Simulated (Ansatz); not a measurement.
Stepwise reaction of `[OH][Ti]([OH])([F])[F]` with hydrogen chloride, as a gas-phase model of exchange steps in deposition or etching. ΔE in kJ/mol; ΔG adds harmonic PBE0-D4 terms to CCSD(T)/CBS, at 1 bar.

Computed with Ansatz on PBE0-D4/def2-TZVP structures; ΔE is electronic, products minus reactants. CCSD(T)/CBS adds triple-zeta CCSD(T) − MP2 to the extrapolated MP2 energy (def2 sets, frozen cores). This one scheme is used for every species. DFT in def2-TZVPP. B3LYP here is the variant with VWN-RPA as its local correlation; programs differ in this. For Ti outer-core shells are correlated without core-valence functions, which leaves a few kJ/mol of doubt a bond. Scalar relativity is left out up to krypton. Each species was taken in one conformer, which may not be the lowest.

```json
{"step": "2", "reaction": "`[OH][Ti]([OH])([F])[Cl]` + HCl → `[OH][Ti]([OH])([Cl])[Cl]` + H–F", "PBE-D4": "18.5", "B3LYP-D4": "18.5", "ωB97M-V": "21.8", "CCSD(T)/CBS": "8.2", "ΔG(600 K)": "13.7"}
```

Question: Give the row of step 1, `[OH][Ti]([OH])([F])[F]` + HCl → `[OH][Ti]([OH])([F])[Cl]` + H–F. (Best estimate.)

Answer: The calculation gave: 
```
step                                                          reaction  PBE-D4  B3LYP-D4  ωB97M-V  CCSD(T)/CBS  ΔG(600 K)
   1  `[OH][Ti]([OH])([F])[F]` + HCl → `[OH][Ti]([OH])([F])[Cl]` + H–F    17.5      17.5     19.9          8.1       10.4
```

Question: By hand: ΔE of the 2 steps together at CCSD(T)/CBS.

Answer: (8.1) + (8.2) = 16.3 kJ/mol, or 8.1 kJ/mol a step.

In ΔE the steps differ by no more than 0.1 kJ/mol. All are uphill at CCSD(T)/CBS. ΔG lies between 10.4 and 13.7 kJ/mol a step. PBE-D4 differs from CCSD(T)/CBS by 9.4 to 10.3 kJ/mol a step. Isolated molecules leave out the surface, adducts and barriers. Largest T1 diagnostic: 0.024.
